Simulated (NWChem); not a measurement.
System: C$_{4}$H$_{6}$; SMILES C#CCC

Input file for NWChem:

```
start job
memory heap 200 mb stack 900 mb global 1100 mb
geometry units angstroms
  C      0.253787    -1.975001     0.000000
  C     -0.158952    -0.836134     0.000000
  C     -0.634489     0.542916     0.000000
  C      0.489977     1.577185     0.000000
  H      0.614561    -2.986716     0.000000
  H     -1.283912     0.692388     0.879835
  H     -1.283912     0.692388    -0.879835
  H      0.076120     2.596495     0.000000
  H      1.128642     1.465916    -0.888506
  H      1.128642     1.465916     0.888506
end
basis spherical
  * library 3-21g
end
dft
  xc hfexch
  iterations 150
end
driver
  maxiter 120
end
task dft optimize
task dft freq
```

Output (shortened):

```
             Northwest Computational Chemistry Package (NWChem) 7.3.0
             --------------------------------------------------------

 CS  symmetry detected

                             Geometry "geometry" -> ""
                             -------------------------

 Output coordinates in angstroms (scale by  1.889725989 to convert to a.u.)

  No.       Tag          Charge          X              Y              Z
 ---- ---------------- ---------- -------------- -------------- --------------
    1 C                    6.0000     0.26346842    -1.96604961     0.00000000
    2 C                    6.0000    -0.15645229    -0.82981102     0.00000000
    3 C                    6.0000    -0.64068608     0.54620932     0.00000000
    4 C                    6.0000     0.47722792     1.58755672     0.00000000
    5 H                    1.0000     0.63062243    -2.97546680     0.00000000
    6 H                    1.0000    -1.29103979     0.69157838     0.87983500
    7 H                    1.0000    -1.29103979     0.69157838    -0.87983500
    8 H                    1.0000     0.05694403     2.60423363     0.00000000
    9 H                    1.0000     1.11658266     1.48032198    -0.88850600
   10 H                    1.0000     1.11658266     1.48032198     0.88850600

 Effective nuclear repulsion energy (a.u.)     102.5730582791

      Symmetry information
      --------------------

 Group name             Cs
 Group number              2
 Group order               2
 No. of unique centers     8

                                Z-matrix (autoz)
                                --------

 Units are Angstrom for bonds and degrees for angles

[...]

      ----------------------
      Optimization converged
      ----------------------

  Step       Energy      Delta E   Gmax     Grms     Xrms     Xmax
  ---- ---------------- -------- -------- -------- -------- --------
@    8    -154.04482466 -8.6D-08  0.00004  0.00001  0.00022  0.00076
                                     ok       ok       ok       ok

                                Z-matrix (autoz)
                                --------

 Units are Angstrom for bonds and degrees for angles

[...]

 Rotational Constants
 --------------------
 A=   0.907261 cm-1  (  1.305317 K)
 B=   0.152456 cm-1  (  0.219345 K)
 C=   0.137110 cm-1  (  0.197267 K)

 Temperature                      =   298.15K
 frequency scaling parameter      =   1.0000

 Zero-Point correction to Energy  =   57.697 kcal/mol  (  0.091947 au)
 Thermal correction to Energy     =   60.564 kcal/mol  (  0.096515 au)
 Thermal correction to Enthalpy   =   61.156 kcal/mol  (  0.097459 au)

 Total Entropy                    =   67.460 cal/mol-K
   - Translational                =   37.867 cal/mol-K (mol. weight =  54.0469)
   - Rotational                   =   23.946 cal/mol-K (symmetry #  =        1)
   - Vibrational                  =    5.647 cal/mol-K

 Cv (constant volume heat capacity) =   15.025 cal/mol-K
   - Translational                  =    2.979 cal/mol-K
   - Rotational                     =    2.979 cal/mol-K
   - Vibrational                    =    9.066 cal/mol-K

[normal modes left out]

 ----------------------------------------------------------------------------
 Normal Eigenvalue ||           Projected Infra Red Intensities
  Mode   [cm**-1]  || [atomic units] [(debye/angs)**2] [(KM/mol)] [arbitrary]
 ------ ---------- || -------------- ----------------- ---------- -----------
    1       -0.000 ||    0.000119           0.003         0.116       0.098
    2       -0.000 ||    0.000018           0.000         0.018       0.015
    3        0.000 ||    0.000108           0.002         0.106       0.089
    4        0.000 ||    0.000011           0.000         0.011       0.009
    5        0.000 ||    0.000151           0.003         0.147       0.124
    6        0.000 ||    0.000001           0.000         0.001       0.000
    7      241.408 ||    0.002684           0.062         2.616       2.213
    8      242.703 ||    0.000697           0.016         0.679       0.575
    9      435.355 ||    0.016884           0.390        16.460      13.924
   10      595.031 ||    0.018384           0.424        17.922      15.161
   11      869.809 ||    0.000284           0.007         0.277       0.234
   12      876.730 ||    0.003666           0.085         3.574       3.023
   13      918.457 ||    0.060030           1.385        58.520      49.504
   14      920.841 ||    0.051551           1.189        50.255      42.512
   15     1047.662 ||    0.001580           0.036         1.540       1.303
   16     1211.054 ||    0.008702           0.201         8.483       7.176
   17     1244.629 ||    0.000466           0.011         0.454       0.384
   18     1438.083 ||    0.000264           0.006         0.257       0.217
   19     1488.017 ||    0.005792           0.134         5.646       4.776
   20     1575.536 ||    0.003624           0.084         3.533       2.988
   21     1647.040 ||    0.004159           0.096         4.055       3.430
   22     1668.350 ||    0.006672           0.154         6.504       5.502
   23     1672.780 ||    0.004590           0.106         4.474       3.785
   24     2403.605 ||    0.000405           0.009         0.394       0.334
   25     3206.692 ||    0.029339           0.677        28.601      24.195
   26     3213.731 ||    0.011496           0.265        11.207       9.480
   27     3243.961 ||    0.003510           0.081         3.422       2.895
   28     3269.247 ||    0.034067           0.786        33.210      28.094
   29     3284.217 ||    0.031732           0.732        30.934      26.168
   30     3664.320 ||    0.062800           1.449        61.221      51.789
 ----------------------------------------------------------------------------
```

Level: Hartree-Fock/3-21G.
